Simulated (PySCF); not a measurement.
H12Si5, triplet, at the geometry of the source list (a higher spin typed on purpose: for a closed-shell molecule this is an excited state), with bond 8-1 at 1.6 times its length; SVWN5/STO-3G run with PySCF.

Here is a job for PySCF.
```python
from pyscf import gto, scf, dft

mol = gto.Mole()
mol.atom = '''
    Si   -0.40880000   -0.87430000   -2.13750000
    Si   -0.00000000   -0.00000000    0.00000000
    Si   -0.01170000    2.34320000   -0.09840000
    Si   -1.67100000   -0.72890000    1.47550000
    Si    2.09150000   -0.74000000    0.76040000
    H    -1.70360000   -0.45160000   -2.67710000
    H    -0.41570000   -2.33930000   -2.15130000
    H     1.20528000   -0.20870000   -3.70150000
    H     0.23820000    2.95970000    1.20690000
    H    -1.29270000    2.87750000   -0.56750000
    H     1.01090000    2.87060000   -1.00520000
    H    -3.00940000   -0.30060000    1.06130000
    H    -1.72200000   -2.18880000    1.58650000
    H    -1.47830000   -0.21930000    2.83550000
    H     2.17130000   -2.20030000    0.84680000
    H     3.18710000   -0.31920000   -0.11640000
    H     2.41420000   -0.23060000    2.09560000
'''
mol.basis = 'sto-3g'
mol.spin = 2
mol.verbose = 4
mol.build()

mf = dft.UKS(mol)
mf.xc = 'lda,vwn'
mf.diis = False
mf.max_cycle = 100
mf.kernel()
```

The log (banner, timings and long lists left out):

```
PySCF version 2.14.0

[INPUT] verbose = 4
[INPUT] num. atoms = 17
[INPUT] num. electrons = 82
[INPUT] charge = 0
[INPUT] spin (= nelec alpha-beta = 2S) = 2
[INPUT] symmetry False subgroup None
[INPUT] Mole.unit = angstrom
[INPUT] Symbol           X                Y                Z      unit          X                Y                Z       unit  Magmom
[INPUT]  1 Si    -0.408800000000  -0.874300000000  -2.137500000000 AA   -0.772520039722  -1.652187550707  -4.039289591258 Bohr   0.0
[INPUT]  2 Si     0.000000000000   0.000000000000   0.000000000000 AA    0.000000000000   0.000000000000   0.000000000000 Bohr   0.0
[INPUT]  3 Si    -0.011700000000   2.343200000000  -0.098400000000 AA   -0.022109795657   4.428006255081  -0.185949050657 Bohr   0.0
[INPUT]  4 Si    -1.671000000000  -0.728900000000   1.475500000000 AA   -3.157732354148  -1.377421372195   2.788290896796 Bohr   0.0
[INPUT]  5 Si     2.091500000000  -0.740000000000   0.760400000000 AA    3.952362189528  -1.398397332178   1.436947745119 Bohr   0.0
[INPUT]  6 H     -1.703600000000  -0.451600000000  -2.677100000000 AA   -3.219337425809  -0.853400317854  -5.058985808073 Bohr   0.0
[INPUT]  7 H     -0.415700000000  -2.339300000000  -2.151300000000 AA   -0.785559149982  -4.420636323195  -4.065367811777 Bohr   0.0
[INPUT]  8 H      1.205280000000  -0.208700000000  -3.701500000000 AA    2.277649103416  -0.394385842197  -6.994821250078 Bohr   0.0
[INPUT]  9 H      0.238200000000   2.959700000000   1.206900000000 AA    0.450132762871   5.593022410875   2.280710459738 Bohr   0.0
[INPUT] 10 H     -1.292700000000   2.877500000000  -0.567500000000 AA   -2.442848961225   5.437686923436  -1.072419575691 Bohr   0.0
[INPUT] 11 H      1.010900000000   2.870600000000  -1.005200000000 AA    1.910324139323   5.424647813176  -1.899552700413 Bohr   0.0
[INPUT] 12 H     -3.009400000000  -0.300600000000   1.061300000000 AA   -5.686941799266  -0.568051673044   2.005566336001 Bohr   0.0
[INPUT] 13 H     -1.722000000000  -2.188800000000   1.586500000000 AA   -3.254108386501  -4.136232541448   2.998050496622 Bohr   0.0
[INPUT] 14 H     -1.478300000000  -0.219300000000   2.835500000000 AA   -2.793582129945  -0.414416939117   5.358318426204 Bohr   0.0
[INPUT] 15 H      2.171300000000  -2.200300000000   0.846800000000 AA    4.103162334268  -4.157964391881   1.600220082282 Bohr   0.0
[INPUT] 16 H      3.187100000000  -0.319200000000  -0.116400000000 AA    6.022746131601  -0.603200578961  -0.219964120899 Bohr   0.0
[INPUT] 17 H      2.414200000000  -0.230600000000   2.095600000000 AA    4.562176809925  -0.435770844325   3.960110066639 Bohr   0.0

nuclear repulsion = 493.337456593764
number of shells = 37
number of NR pGTOs = 171
number of NR cGTOs = 57
basis = sto-3g
ecp = {}

******** <class 'pyscf.dft.uks.UKS'> ********
method = UKS
initial guess = minao
damping factor = 0
level_shift factor = 0
DIIS disabled
SCF conv_tol = 1e-09
SCF conv_tol_grad = None
SCF max_cycles = 100
direct_scf = True
direct_scf_tol = 1e-13
number electrons alpha = 42  beta = 40
XC library pyscf.dft.libxc version 7.1.2
    S. Lehtola, C. Steigemann, M. J. T. Oliveira, and M. A. L. Marques,  SoftwareX 7, 1–5 (2018)
XC functionals = lda,vwn
    P. A. M. Dirac,  Math. Proc. Cambridge Philos. Soc. 26, 376 (1930)
    F. Bloch,  Z. Phys. 57, 545 (1929)
    S. H. Vosko, L. Wilk, and M. Nusair,  Can. J. Phys. 58, 1200 (1980)
radial grids:
    Treutler-Ahlrichs [JCP 102, 346 (1995); DOI:10.1063/1.469408] (M4) radial grids

becke partition: Becke, JCP 88, 2547 (1988); DOI:10.1063/1.454033
pruning grids: <function nwchem_prune>
grids dens level: 3
symmetrized grids: False
atomic radii adjust function: <function treutler_atomic_radii_adjust>
small_rho_cutoff = 0
Set gradient conv threshold to 3.16228e-05
tot grids = 213600
init E= -1430.63357312867

cycle= 1 E= -1431.63213145216  delta_E= -0.999  |g|= 0.0974  |ddm|= 3.19

cycle= 2 E= -1431.63355605743  delta_E= -0.00142  |g|= 0.101  |ddm|= 0.47

cycle= 3 E= -1431.62642136571  delta_E= 0.00713  |g|= 0.137  |ddm|= 0.448

cycle= 4 E= -1431.61058725036  delta_E= 0.0158  |g|= 0.193  |ddm|= 0.627

cycle= 5 E= -1431.57192846252  delta_E= 0.0387  |g|= 0.286  |ddm|= 0.921

cycle= 6 E= -1431.49108600011  delta_E= 0.0808  |g|= 0.413  |ddm|= 1.37

cycle= 7 E= -1431.29594182025  delta_E= 0.195  |g|= 0.61  |ddm|= 2.05

cycle= 8 E= -1430.90020924633  delta_E= 0.396  |g|= 0.831  |ddm|= 2.87

cycle= 9 E= -1429.7590979545  delta_E= 1.14  |g|= 1.13  |ddm|= 4.42

cycle= 10 E= -1426.68091396261  delta_E= 3.08  |g|=  1.5  |ddm|= 5.82

cycle= 11 E= -1418.85949221347  delta_E= 7.82  |g|= 1.84  |ddm|= 8.08

cycle= 12 E= -1415.65609415577  delta_E=  3.2  |g|= 2.21  |ddm|= 10.5
cycle= 13 E= -1413.53231864532  delta_E= 2.12  |g|= 2.24  |ddm|= 11.5
cycle= 14 E= -1414.08399857749  delta_E= -0.552  |g|= 2.31  |ddm|= 11.9
cycle= 15 E= -1413.13896634294  delta_E= 0.945  |g|= 2.23  |ddm|=   12
cycle= 16 E= -1414.00030866778  delta_E= -0.861  |g|= 2.32  |ddm|=   12
cycle= 17 E= -1413.11776170963  delta_E= 0.883  |g|= 2.22  |ddm|=   12
cycle= 18 E= -1413.98176132565  delta_E= -0.864  |g|= 2.33  |ddm|=   12
cycle= 19 E= -1413.11188626381  delta_E= 0.87  |g|= 2.22  |ddm|=   12
cycle= 20 E= -1413.96169756153  delta_E= -0.85  |g|= 2.33  |ddm|=   12
cycle= 21 E= -1413.10323134732  delta_E= 0.858  |g|= 2.22  |ddm|=   12
cycle= 22 E= -1413.93042365184  delta_E= -0.827  |g|= 2.33  |ddm|=   12
cycle= 23 E= -1413.08730964463  delta_E= 0.843  |g|= 2.22  |ddm|=   12
cycle= 24 E= -1413.87897004095  delta_E= -0.792  |g|= 2.34  |ddm|=   12
cycle= 25 E= -1413.05795475665  delta_E= 0.821  |g|= 2.22  |ddm|=   12
cycle= 26 E= -1413.7920497222  delta_E= -0.734  |g|= 2.35  |ddm|= 12.1
cycle= 27 E= -1413.00043445074  delta_E= 0.792  |g|= 2.22  |ddm|= 12.1
cycle= 28 E= -1413.64161337676  delta_E= -0.641  |g|= 2.37  |ddm|= 12.1

cycle= 29 E= -1412.08742467591  delta_E= 1.55  |g|= 2.15  |ddm|= 12.2
cycle= 30 E= -1411.75805310272  delta_E= 0.329  |g|= 2.21  |ddm|= 12.6

cycle= 31 E= -1407.0413884342  delta_E= 4.72  |g|= 1.86  |ddm|= 13.3
cycle= 32 E= -1407.3817268559  delta_E= -0.34  |g|= 2.39  |ddm|= 13.7
cycle= 33 E= -1406.80153726838  delta_E= 0.58  |g|= 1.86  |ddm|= 13.8
cycle= 34 E= -1407.19473411141  delta_E= -0.393  |g|= 2.42  |ddm|= 13.8
cycle= 35 E= -1406.84246530796  delta_E= 0.352  |g|= 1.85  |ddm|= 13.9
cycle= 36 E= -1407.22566925572  delta_E= -0.383  |g|= 2.43  |ddm|= 13.9
cycle= 37 E= -1406.87662920964  delta_E= 0.349  |g|= 1.85  |ddm|= 13.9
cycle= 38 E= -1407.24839782233  delta_E= -0.372  |g|= 2.43  |ddm|= 13.8
cycle= 39 E= -1406.89264666155  delta_E= 0.356  |g|= 1.85  |ddm|= 13.8
cycle= 40 E= -1407.25905382506  delta_E= -0.366  |g|= 2.43  |ddm|= 13.8
cycle= 41 E= -1406.89971935733  delta_E= 0.359  |g|= 1.85  |ddm|= 13.8
cycle= 42 E= -1407.26377027467  delta_E= -0.364  |g|= 2.43  |ddm|= 13.8
cycle= 43 E= -1406.90281953199  delta_E= 0.361  |g|= 1.85  |ddm|= 13.8
cycle= 44 E= -1407.26584055756  delta_E= -0.363  |g|= 2.43  |ddm|= 13.8
cycle= 45 E= -1406.90417938213  delta_E= 0.362  |g|= 1.85  |ddm|= 13.8
cycle= 46 E= -1407.26674930676  delta_E= -0.363  |g|= 2.43  |ddm|= 13.8
cycle= 47 E= -1406.90477660052  delta_E= 0.362  |g|= 1.85  |ddm|= 13.8
cycle= 48 E= -1407.26714854492  delta_E= -0.362  |g|= 2.43  |ddm|= 13.8
cycle= 49 E= -1406.90503908751  delta_E= 0.362  |g|= 1.85  |ddm|= 13.8
cycle= 50 E= -1407.26732404334  delta_E= -0.362  |g|= 2.43  |ddm|= 13.8
cycle= 51 E= -1406.90515449963  delta_E= 0.362  |g|= 1.85  |ddm|= 13.8
cycle= 52 E= -1407.26740121302  delta_E= -0.362  |g|= 2.43  |ddm|= 13.8
cycle= 53 E= -1406.90520525417  delta_E= 0.362  |g|= 1.85  |ddm|= 13.8
cycle= 54 E= -1407.26743515078  delta_E= -0.362  |g|= 2.43  |ddm|= 13.8
cycle= 55 E= -1406.90522757626  delta_E= 0.362  |g|= 1.85  |ddm|= 13.8
cycle= 56 E= -1407.26745007696  delta_E= -0.362  |g|= 2.43  |ddm|= 13.8
cycle= 57 E= -1406.90523739397  delta_E= 0.362  |g|= 1.85  |ddm|= 13.8
cycle= 58 E= -1407.26745664185  delta_E= -0.362  |g|= 2.43  |ddm|= 13.8
cycle= 59 E= -1406.90524171207  delta_E= 0.362  |g|= 1.85  |ddm|= 13.8
cycle= 60 E= -1407.26745952928  delta_E= -0.362  |g|= 2.43  |ddm|= 13.8
cycle= 61 E= -1406.90524361131  delta_E= 0.362  |g|= 1.85  |ddm|= 13.8
cycle= 62 E= -1407.26746079927  delta_E= -0.362  |g|= 2.43  |ddm|= 13.8
cycle= 63 E= -1406.90524444666  delta_E= 0.362  |g|= 1.85  |ddm|= 13.8
cycle= 64 E= -1407.26746135784  delta_E= -0.362  |g|= 2.43  |ddm|= 13.8
cycle= 65 E= -1406.90524481408  delta_E= 0.362  |g|= 1.85  |ddm|= 13.8
cycle= 66 E= -1407.26746160353  delta_E= -0.362  |g|= 2.43  |ddm|= 13.8
cycle= 67 E= -1406.90524497567  delta_E= 0.362  |g|= 1.85  |ddm|= 13.8
cycle= 68 E= -1407.26746171159  delta_E= -0.362  |g|= 2.43  |ddm|= 13.8
cycle= 69 E= -1406.90524504675  delta_E= 0.362  |g|= 1.85  |ddm|= 13.8
cycle= 70 E= -1407.26746175912  delta_E= -0.362  |g|= 2.43  |ddm|= 13.8
cycle= 71 E= -1406.90524507801  delta_E= 0.362  |g|= 1.85  |ddm|= 13.8
cycle= 72 E= -1407.26746178002  delta_E= -0.362  |g|= 2.43  |ddm|= 13.8
cycle= 73 E= -1406.90524509176  delta_E= 0.362  |g|= 1.85  |ddm|= 13.8
cycle= 74 E= -1407.26746178922  delta_E= -0.362  |g|= 2.43  |ddm|= 13.8
cycle= 75 E= -1406.90524509781  delta_E= 0.362  |g|= 1.85  |ddm|= 13.8
cycle= 76 E= -1407.26746179326  delta_E= -0.362  |g|= 2.43  |ddm|= 13.8
cycle= 77 E= -1406.90524510046  delta_E= 0.362  |g|= 1.85  |ddm|= 13.8
cycle= 78 E= -1407.26746179505  delta_E= -0.362  |g|= 2.43  |ddm|= 13.8
cycle= 79 E= -1406.90524510164  delta_E= 0.362  |g|= 1.85  |ddm|= 13.8
cycle= 80 E= -1407.26746179583  delta_E= -0.362  |g|= 2.43  |ddm|= 13.8
cycle= 81 E= -1406.90524510216  delta_E= 0.362  |g|= 1.85  |ddm|= 13.8
cycle= 82 E= -1407.26746179617  delta_E= -0.362  |g|= 2.43  |ddm|= 13.8
cycle= 83 E= -1406.90524510238  delta_E= 0.362  |g|= 1.85  |ddm|= 13.8
cycle= 84 E= -1407.26746179632  delta_E= -0.362  |g|= 2.43  |ddm|= 13.8
cycle= 85 E= -1406.90524510248  delta_E= 0.362  |g|= 1.85  |ddm|= 13.8
cycle= 86 E= -1407.26746179639  delta_E= -0.362  |g|= 2.43  |ddm|= 13.8
cycle= 87 E= -1406.90524510253  delta_E= 0.362  |g|= 1.85  |ddm|= 13.8
cycle= 88 E= -1407.26746179642  delta_E= -0.362  |g|= 2.43  |ddm|= 13.8
cycle= 89 E= -1406.90524510254  delta_E= 0.362  |g|= 1.85  |ddm|= 13.8
cycle= 90 E= -1407.26746179643  delta_E= -0.362  |g|= 2.43  |ddm|= 13.8
cycle= 91 E= -1406.90524510256  delta_E= 0.362  |g|= 1.85  |ddm|= 13.8
cycle= 92 E= -1407.26746179643  delta_E= -0.362  |g|= 2.43  |ddm|= 13.8
cycle= 93 E= -1406.90524510256  delta_E= 0.362  |g|= 1.85  |ddm|= 13.8
cycle= 94 E= -1407.26746179644  delta_E= -0.362  |g|= 2.43  |ddm|= 13.8
cycle= 95 E= -1406.90524510256  delta_E= 0.362  |g|= 1.85  |ddm|= 13.8
cycle= 96 E= -1407.26746179644  delta_E= -0.362  |g|= 2.43  |ddm|= 13.8
cycle= 97 E= -1406.90524510256  delta_E= 0.362  |g|= 1.85  |ddm|= 13.8
cycle= 98 E= -1407.26746179644  delta_E= -0.362  |g|= 2.43  |ddm|= 13.8
cycle= 99 E= -1406.90524510256  delta_E= 0.362  |g|= 1.85  |ddm|= 13.8
cycle= 100 E= -1407.26746179644  delta_E= -0.362  |g|= 2.43  |ddm|= 13.8
SCF not converged.
SCF energy = -1407.26746179644 after 100 cycles  <S^2> = 2.0005677  2S+1 = 3.0003785
```

Convergence was not reached.
